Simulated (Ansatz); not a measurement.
Zn(Me)(OSiH3) (CH₆OSiZn), SMILES [CH3][Zn][O][SiH3]. Atoms are numbered in the order given.

```xyz
10

Zn    -0.4520     0.3550     0.5903
C     -1.7047     1.3650     1.6423
H     -2.1084     0.7519     2.4626
H     -2.5492     1.7085     1.0255
H     -1.2216     2.2505     2.0831
O      0.7351    -0.6063    -0.3130
Si     1.2836    -1.0024    -1.8015
H      0.2206    -1.6495    -2.6435
H      2.4256    -1.9641    -1.7003
H      1.7687     0.1976    -2.5647
```
Charge 0, spin multiplicity 1.

Geometry: PBE0-D3(BJ)/def2-SVP. The structure was generated by enumeration; whether it is a known compound was not checked. The values are those of a single conformer.

Two levels are set side by side: PBE-D3(BJ)/def2-SVP (Ansatz, a first-principles code) and PBE0-D3(BJ)/def2-SVP (Ansatz). Each level has its own optimised geometry; the coordinates shown are those of the second. Differences are taken from unrounded values.

```json
[
 {"quantity": "mean bond length (Å)", "PBE0-D3(BJ)": "1.460"},
 {"quantity": "bond Zn1–C2 (Å)", "PBE0-D3(BJ)": "1.922"},
 {"quantity": "bond Zn1–O6 (Å)", "PBE0-D3(BJ)": "1.775"},
 {"quantity": "bond O6–Si7 (Å)", "PBE0-D3(BJ)": "1.635"},
 {"quantity": "bond C2–H3 (Å)", "PBE0-D3(BJ)": "1.101"},
 {"quantity": "bond C2–H4 (Å)", "PBE0-D3(BJ)": "1.101"},
 {"quantity": "bond C2–H5 (Å)", "PBE0-D3(BJ)": "1.101"},
 {"quantity": "bond Si7–H8 (Å)", "PBE0-D3(BJ)": "1.503"},
 {"quantity": "bond Si7–H9 (Å)", "PBE0-D3(BJ)": "1.496"},
 {"quantity": "bond Si7–H10 (Å)", "PBE0-D3(BJ)": "1.503"}
]
```

### Question
What does PBE-D3(BJ) give, and how far is it from PBE0-D3(BJ)? (An estimate is asked for; the answer gives what the named calculation found.)

### Answer

| quantity | PBE-D3(BJ) | PBE-D3(BJ) minus PBE0-D3(BJ) |
|---|---|---|
| mean bond length (Å) | 1.470 | 0.010 |
| bond Zn1–C2 (Å) | 1.922 | 0.000 |
| bond Zn1–O6 (Å) | 1.789 | 0.014 |
| bond O6–Si7 (Å) | 1.656 | 0.021 |
| bond C2–H3 (Å) | 1.109 | 0.008 |
| bond C2–H4 (Å) | 1.108 | 0.008 |
| bond C2–H5 (Å) | 1.108 | 0.008 |
| bond Si7–H8 (Å) | 1.514 | 0.011 |
| bond Si7–H9 (Å) | 1.507 | 0.010 |
| bond Si7–H10 (Å) | 1.514 | 0.011 |

Exact exchange shortens and stiffens bonds; PBE has none. Differences between two approximate levels are no errors against the true value.
